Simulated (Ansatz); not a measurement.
**Reading a saddle point**

A first-order saddle point of Si$_{2}$H$_{7}$SF, singlet, PBE0-D4/def2-TZVP, with one imaginary mode of 772i cm⁻¹:

```
11
angstrom
Si -0.6614 -0.0071 -0.6588
F -0.1284 -1.7490 -0.0052
H -0.6735 1.2837 -1.4387
H -1.9438 -0.6146 -1.0830
Si -0.2518 0.7684 1.5094
H 0.7892 -1.6945 -0.9425
S 1.1700 -0.7513 -2.0284
H -0.7688 -0.1440 2.5607
H 1.2286 0.8765 1.6653
H -0.8292 2.1274 1.6953
H 2.0690 -0.0955 -1.2742
```

Ansatz 0.2.0; basis: def2-TZVPP and def2-QZVPP; cores frozen in the correlated methods. Extrapolation: Hartree–Fock as exp(−7.88 √X), correlation as X^−2.97.

Which contacts change along the imaginary mode, and what lies on either side? (A judgement: the text doesn't fix the answer.)

By the calculation: The step is Si₂H₅F ([F][SiH2][SiH3]) + H₂S → Si₂H₆S ([SiH3][SiH2][SH]) + HF, with the molecules in contact on both sides. Shortening one way: Si1–S7, F2–H6; lengthening the same way: Si1–F2, H6–S7.
| pair | one side (Å) | saddle (Å) | other side (Å) |
| --- | --- | --- | --- |
| Si1–S7 | 3.84 | 2.40 | 2.17 |
| F2–H6 | 2.50 | 1.31 | 0.94 |
| Si1–F2 | 1.61 | 1.94 | 3.70 |
| H6–S7 | 1.34 | 1.49 | 2.17 |

Which side is lower, and how far does the saddle lie above each? (Judge from chemistry; the value comes from the calculation.)

Computed: The side with Si1–F2, H6–S7 short is lower by 11.78 kcal/mol; the saddle lies 44.13 kcal/mol above it and 32.36 kcal/mol above the other (CCSD(T) at an estimated basis limit (MP2 extrapolated from triple and quadruple zeta, plus CCSD(T) − MP2 in triple zeta); electronic energies).

The T1 diagnostic stays at or below 0.014.

Labels in which every atom is bracketed show which atoms are joined, not bond orders.

For scale, one of the runs: CCSD(T)/def2-TZVPP, 255 basis functions, launched by `ansatz run in.yaml --threads 4 --pin off --events-out ev --progress --plain --max-ram 9574MiB`. The run took 2.2 min on 4 CPU threads of an Arm Neoverse V1 (shared host), with 5.2 GiB of host memory at its peak.
